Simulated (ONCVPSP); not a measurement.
# An all-electron radial function and its pseudo partner (K (Z = 19))

Columns: radius, all-electron u(r) and pseudo u(r) of the 3s shell (level -36.55 eV) of potassium in the configuration [Ne] 3s2 3p6 4p1; BLYP, scalar-relativistic, ONCV scheme, ONCVPSP 4.0.1.

```
r (bohr)  all-electron  pseudo
   0.160       -0.2800  0.0817
   0.320       -0.4495  0.2115
   0.480       -0.0029  0.4025
   0.640        0.4814  0.6231
   0.800        0.8047  0.8172
   0.960        0.9569  0.9374
   1.120        0.9802  0.9668
   1.280        0.9244  0.9203
   1.440        0.8284  0.8279
   1.600        0.7179  0.7178
   1.760        0.6077  0.6077
   1.920        0.5059  0.5058
   2.080        0.4159  0.4158
   2.240        0.3386  0.3386
   2.400        0.2737  0.2737
   2.560        0.2200  0.2200
   2.720        0.1760  0.1760
   2.880        0.1402  0.1402
   3.040        0.1114  0.1114
   3.200        0.0882  0.0882
   3.360        0.0696  0.0696
   3.520        0.0548  0.0548
   3.680        0.0431  0.0431
   3.840        0.0338  0.0338
   4.000        0.0265  0.0265
   4.160        0.0207  0.0207
```

(1) How many radial nodes do the two functions have?

(2) At about which radius was the pseudo-wave matched?

(3) Where does each function peak?

(4) Is the pseudo-wave norm-conserving?

Answers

(1) The all-electron 3s function has n − l − 1 = 2 (the table is too coarse to show those close to the nucleus); the pseudo-wave has 0, since the states of the same l below it are removed with the core.

(2) 1.85 bohr. The columns agree to 0.0005 from 1.60 bohr on; several derivatives are matched, so the curves merge somewhat inside the radius.

(3) Outermost all-electron maximum near 1.12 bohr, pseudo maximum near 1.12 bohr (to the table’s step).

(4) Yes: the ONCV scheme keeps the norm inside the radius equal to the all-electron one, which fixes the energy derivative of the logarithmic derivative at the level.
